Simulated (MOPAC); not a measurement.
MOPAC input (MNDO):

```
MNDO PRECISE GNORM=0.05 LET XYZ GEO-OK AUX(PRECISION=9) THREADS=1
C2H6F2Ge

C     1.71675700 1   -0.89629400 1   -0.20902100 1
Ge    0.00055500 1   -0.01928800 1   -0.00336500 1
C    -1.66193100 1   -1.00849800 1   -0.12330600 1
F     0.01210400 1    0.80911900 1    1.53628500 1
F    -0.07221200 1    1.27919300 1   -1.17193900 1
H     1.78474300 1   -1.35779900 1   -1.19355900 1
H     2.50709000 1   -0.15464900 1   -0.10489700 1
H     1.83923300 1   -1.66158700 1    0.55664800 1
H    -2.49340700 1   -0.32071100 1    0.02196200 1
H    -1.74894800 1   -1.47515000 1   -1.10391100 1
H    -1.69445800 1   -1.77893800 1    0.64629600 1
```

Output:

```
 *******************************************************************************
 **                                                                           **
 **                              MOPAC v23.2.5                                **
 **                                                                           **
 *******************************************************************************
 ** MOPAC's Digital Object Identifier: https://doi.org/10.5281/zenodo.6511958 **
 **                                                                           **
 ** Please cite the open-source release paper for use of this MOPAC version:  **
 ** J. E. Moussa and J. J. P. Stewart (2026)                                  **
 ** MOPAC: An open-source semiempirical molecular orbital program             **
 ** J. Open Source Softw., 11(119), 8025, https://doi.org/10.21105/joss.08025 **
 *******************************************************************************

                              MNDO CALCULATION RESULTS

 *******************************************************************************
 *  MNDO       - The MNDO Hamiltonian to be used
 *  GEO-OK     - OVERRIDE INTERATOMIC DISTANCE AND OTHER SAFETY CHECKS
 *  LET        - OVERRIDE SOME SAFETY CHECKS
 *  PRECISE    - TIGHTER CRITERIA TO BE USED
 *  XYZ        - CARTESIAN COORDINATE SYSTEM TO BE USED
 *  GNORM      - EXIT WHEN GRADIENT NORM DROPS BELOW 0.050
 *  AUX        - OUTPUT AUXILIARY INFORMATION
 *******************************************************************************
MNDO PRECISE GNORM=0.05 LET XYZ GEO-OK AUX(PRECISION=9) THREADS=1
 C2H6F2Ge

   ATOM   CHEMICAL          X               Y               Z
  NUMBER   SYMBOL      (ANGSTROMS)     (ANGSTROMS)     (ANGSTROMS)

     1       C          1.71675700  *  -0.89629400  *  -0.20902100  *
     2      Ge          0.00055500  *  -0.01928800  *  -0.00336500  *
     3       C         -1.66193100  *  -1.00849800  *  -0.12330600  *
     4       F          0.01210400  *   0.80911900  *   1.53628500  *
     5       F         -0.07221200  *   1.27919300  *  -1.17193900  *
     6       H          1.78474300  *  -1.35779900  *  -1.19355900  *
     7       H          2.50709000  *  -0.15464900  *  -0.10489700  *
     8       H          1.83923300  *  -1.66158700  *   0.55664800  *
     9       H         -2.49340700  *  -0.32071100  *   0.02196200  *
    10       H         -1.74894800  *  -1.47515000  *  -1.10391100  *
    11       H         -1.69445800  *  -1.77893800  *   0.64629600  *

          CARTESIAN COORDINATES

    NO.       ATOM           X           Y           Z

     1         C          1.7168     -0.8963     -0.2090
     2        Ge          0.0006     -0.0193     -0.0034
     3         C         -1.6619     -1.0085     -0.1233
     4         F          0.0121      0.8091      1.5363
     5         F         -0.0722      1.2792     -1.1719
     6         H          1.7847     -1.3578     -1.1936
     7         H          2.5071     -0.1546     -0.1049
     8         H          1.8392     -1.6616      0.5566
     9         H         -2.4934     -0.3207      0.0220
    10         H         -1.7489     -1.4751     -1.1039
    11         H         -1.6945     -1.7789      0.6463

  H: (MNDO): M.J.S. DEWAR, W. THIEL, J. AM. CHEM. SOC., 99, 4899, (1977)
  C: (MNDO): M.J.S. DEWAR, W. THIEL, J. AM. CHEM. SOC., 99, 4899, (1977)
  F: (MNDO): M.J.S. DEWAR, H.S. RZEPA, J. AM. CHEM. SOC., 100, 777, (1978)
 Ge: (MNDO): M.J.S.DEWAR, G.L.GRADY, E.F.HEALY,ORGANOMETALLICS 6 186-189 (1987)

           Empirical Formula: C2 H6 Ge F2  =    11 atoms

      MOLECULAR POINT GROUP   :   C2v

      RHF CALCULATION, NO. OF DOUBLY OCCUPIED LEVELS = 16

          Geometry optimization using EF

          DIAGONAL MATRIX USED AS START HESSIAN

 CYCLE:     1  GRAD.:    57.182 HEAT: -156.3925
 CYCLE:     2  GRAD.:   205.963 HEAT: -141.7376
 CYCLE:     3  GRAD.:    24.003 HEAT: -157.8497
 CYCLE:     4  GRAD.:   125.581 HEAT: -152.1959
 CYCLE:     5  GRAD.:    30.624 HEAT: -157.9468
 CYCLE:     6  GRAD.:   228.717 HEAT: -144.8713
 CYCLE:     7  GRAD.:    16.070 HEAT: -158.1094
 CYCLE:     8  GRAD.:    30.026 HEAT: -157.6432
 CYCLE:     9  GRAD.:     2.703 HEAT: -158.3368
 CYCLE:    10  GRAD.:     2.392 HEAT: -158.3654
 CYCLE:    11  GRAD.:    27.008 HEAT: -158.2937
 CYCLE:    12  GRAD.:    43.277 HEAT: -157.7224
 CYCLE:    13  GRAD.:    16.925 HEAT: -158.4428
 CYCLE:    14  GRAD.:    83.414 HEAT: -156.2995
 CYCLE:    15  GRAD.:     6.113 HEAT: -158.5548
 CYCLE:    16  GRAD.:    31.717 HEAT: -158.2761
 CYCLE:    17  GRAD.:     3.430 HEAT: -158.5715
 CYCLE:    18  GRAD.:    12.058 HEAT: -158.5376
 CYCLE:    19  GRAD.:     4.429 HEAT: -158.5726
 CYCLE:    20  GRAD.:     7.087 HEAT: -158.5630
 CYCLE:    21  GRAD.:     8.881 HEAT: -158.5565
 CYCLE:    22  GRAD.:     6.574 HEAT: -158.5626
 CYCLE:    23  GRAD.:     1.958 HEAT: -158.5802
 CYCLE:    24  GRAD.:     2.790 HEAT: -158.5780
 CYCLE:    25  GRAD.:     0.517 HEAT: -158.5822
 CYCLE:    26  GRAD.:     0.166 HEAT: -158.5823
 CYCLE:    27  GRAD.:     0.059 HEAT: -158.5823
 CYCLE:    28  GRAD.:     0.040 HEAT: -158.5823

     GRADIENT =  0.04015 IS LESS THAN CUTOFF =  0.05000

 -------------------------------------------------------------------------------
 MNDO PRECISE GNORM=0.05 LET XYZ GEO-OK AUX(PRECISION=9) THREADS=1
 C2H6F2Ge

     GEOMETRY OPTIMISED USING EIGENVECTOR FOLLOWING (EF).
     SCF FIELD WAS ACHIEVED

                              MNDO CALCULATION
                                                       MOPAC v23.2.5 Linux

          FINAL HEAT OF FORMATION =       -158.58231 KCAL/MOL =    -663.50838 KJ/MOL

          COSMO AREA              =        126.25 SQUARE ANGSTROMS
          COSMO VOLUME            =        115.31 CUBIC ANGSTROMS

          GRADIENT NORM           =          0.04015          =       0.01211 PER ATOM
          IONIZATION POTENTIAL    =         11.903018 EV
          HOMO LUMO ENERGIES (EV) =        -11.903  1.125
          NO. OF FILLED LEVELS    =         16
          MOLECULAR WEIGHT        =        140.6562         POINT GROUP:  C2v

          MOLECULAR DIMENSIONS (Angstroms)

            Atom       Atom       Distance
            H     9    H     7     5.07363
            H     8    F     5     3.58027
            H    10    F     4     3.49473

          SCF CALCULATIONS        =         29

   ATOM   CHEMICAL          X               Y               Z
  NUMBER   SYMBOL      (ANGSTROMS)     (ANGSTROMS)     (ANGSTROMS)

     1       C          1.66257227  *  -0.94481954  *  -0.21575092  *
     2      Ge         -0.00061664  *   0.02164424  *   0.00379410  *
     3       C         -1.60520750  *  -1.05307384  *  -0.13287791  *
     4       F          0.00968678  *   0.87490659  *   1.52386433  *
     5       F         -0.07312753  *   1.33702371  *  -1.13788035  *
     6       H          1.72912067  *  -1.43597768  *  -1.20515574  *
     7       H          2.54514894  *  -0.28286628  *  -0.12829644  *
     8       H          1.78356673  *  -1.73973690  *   0.54452931  *
     9       H         -2.52406149  *  -0.45080578  *   0.00043908  *
    10       H         -1.68923889  *  -1.54906421  *  -1.11851618  *
    11       H         -1.63463433  *  -1.85306328  *   0.63111487  *

                             CARTESIAN COORDINATES

   1    C        1.662572267    -0.944819540    -0.215750922
   2   Ge       -0.000616644     0.021644241     0.003794101
   3    C       -1.605207498    -1.053073837    -0.132877907
   4    F        0.009686777     0.874906595     1.523864333
   5    F       -0.073127531     1.337023714    -1.137880349
   6    H        1.729120675    -1.435977675    -1.205155743
   7    H        2.545148944    -0.282866285    -0.128296442
   8    H        1.783566729    -1.739736901     0.544529311
   9    H       -2.524061491    -0.450805778     0.000439077
  10    H       -1.689238891    -1.549064211    -1.118516180
  11    H       -1.634634334    -1.853063279     0.631114872

           Empirical Formula: C2 H6 Ge F2  =    11 atoms

      MOLECULAR POINT GROUP   :   C2v

                  EIGENVALUES
 -42.99418 -40.60607 -31.53788 -29.86179 -16.02603 -15.87678 -15.33420 -14.59752
 -14.54013 -14.44995 -14.37861 -14.32931 -14.30168 -14.24697 -12.79014 -11.90302
   1.12490   1.80624   2.48430   2.87957   3.62232   3.68542   3.80346   3.81065
   5.49835   5.53710

              NET ATOMIC CHARGES AND DIPOLE CONTRIBUTIONS

  ATOM NO.   TYPE          CHARGE      No. of ELECS.   s-Pop       p-Pop
    1          C          -0.395561        4.3956     1.27062     3.12494
    2         Ge           1.808483        2.1915     0.68396     1.50756
    3          C          -0.395565        4.3956     1.27062     3.12495
    4          F          -0.559827        7.5598     1.88046     5.67937
    5          F          -0.559832        7.5598     1.88047     5.67937
    6          H           0.014302        0.9857     0.98570
    7          H           0.022546        0.9775     0.97745
    8          H           0.014301        0.9857     0.98570
    9          H           0.022543        0.9775     0.97746
   10          H           0.014307        0.9857     0.98569
   11          H           0.014303        0.9857     0.98570
 DIPOLE           X         Y         Z       TOTAL
 POINT-CHG.     0.072    -2.495    -0.435     2.534
 HYBRID         0.008    -0.273    -0.048     0.277
 SUM            0.079    -2.768    -0.483     2.811

          ATOMIC ORBITAL ELECTRON POPULATIONS

     Atom    s        px        py        pz
    1  C   1.27062   1.14127   1.02193   0.96174
    2 Ge   0.68396   0.60613   0.49660   0.40482
    3  C   1.27062   1.12950   1.03552   0.95993
    4  F   1.88046   1.97664   1.91453   1.78820
    5  F   1.88047   1.97622   1.83259   1.87056
    6  H   0.98570
    7  H   0.97745
    8  H   0.98570
    9  H   0.97746
   10  H   0.98569
   11  H   0.98570

 **********************
 *                    *
 * JOB ENDED NORMALLY *
 *                    *
 **********************

 == MOPAC DONE ==
```

The geometry given is a B3LYP-D3(BJ)/def2-TZVP minimum.
